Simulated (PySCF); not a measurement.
**Electronic structure of Sb³⁺ (antimony, charge +3) at the UHF level**

Configuration: [Kr] 4d10 5s2, closed-shell 1S. Computed with PySCF 2.14 in ANO-RCC-VTZP (7s6p4d2f1g, 68 functions), with scalar relativity by spin-free X2C-1e.

```
Total energy                        : -6475.951396 hartree
One-electron energy                 : -8844.7616 hartree
Hartree (Coulomb) energy            : 2537.4707 hartree
Exchange energy                     : -168.6605 hartree
⟨S²⟩                                : 0.0000
⟨L²⟩                                : 0.000
Sum of ⟨r⟩                          : 27.64 bohr
Sum of ⟨r²⟩                         : 30.48 bohr²
Langevin diamagnetic susceptibility : -24.1 ×10⁻⁶ cm³/mol
```

```json
{"shell": "1s", "electrons": "2", "mean orbital energy (eV)": "-30669.2", "rms radius, mean of both spins (bohr)": "0.0325"}
{"shell": "2s", "electrons": "2", "mean orbital energy (eV)": "-4787.5", "rms radius, mean of both spins (bohr)": "0.133"}
{"shell": "2p", "electrons": "6", "mean orbital energy (eV)": "-4297.0", "rms radius, mean of both spins (bohr)": "0.118"}
{"shell": "3s", "electrons": "2", "mean orbital energy (eV)": "-1003.4", "rms radius, mean of both spins (bohr)": "0.352"}
{"shell": "3p", "electrons": "6", "mean orbital energy (eV)": "-839.01", "rms radius, mean of both spins (bohr)": "0.352"}
{"shell": "3d", "electrons": "10", "mean orbital energy (eV)": "-587.65", "rms radius, mean of both spins (bohr)": "0.331"}
{"shell": "4s", "electrons": "2", "mean orbital energy (eV)": "-205.91", "rms radius, mean of both spins (bohr)": "0.843"}
{"shell": "4p", "electrons": "6", "mean orbital energy (eV)": "-152.96", "rms radius, mean of both spins (bohr)": "0.912"}
{"shell": "4d", "electrons": "10", "mean orbital energy (eV)": "-73.489", "rms radius, mean of both spins (bohr)": "1.10"}
{"shell": "5s", "electrons": "2", "mean orbital energy (eV)": "-41.882", "rms radius, mean of both spins (bohr)": "2.21"}
```

Densities and radii are taken from the X2C orbitals without a picture-change correction, which distorts them close to the nucleus.
